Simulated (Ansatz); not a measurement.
Problem. Name a neutral molecule of B, C, Cl, F and H with HOMO–LUMO gap (B3LYP/def2-TZVPP) between 5.70 and 6.00 eV and size of the dipole moment (B3LYP/def2-TZVPP) between 2.30 and 2.60 D (Ansatz, PBE0-D4/def2-TZVP geometry).

Solution. `BC(F)CCl` (5.89 eV, 2.55 D). Other molecules can fit too; these were computed, each in one conformer that needn't be the lowest.

B3LYP here is the variant with VWN-RPA as its local correlation; programs differ in this.
